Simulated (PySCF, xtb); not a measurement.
YBr₂, SMILES [Br][Y][Br] (connectivity only; charge and spin as stated), neutral, multiplicity 2.

Harmonic wavenumbers (cm⁻¹) from GFN2-xTB (xtb) at its own minimum, in rising order: 70, 218, 248.

Question: What does PBE-D3(BJ)/def2-SVP (PySCF) give at its own minimum? (Estimate from the structure and the level; the computed values follow.)

Answer: 41, 234, 283. Paired by order, the mean absolute difference is 26 cm⁻¹ and the zero-point energies are 0.8 and 0.8 kcal/mol.
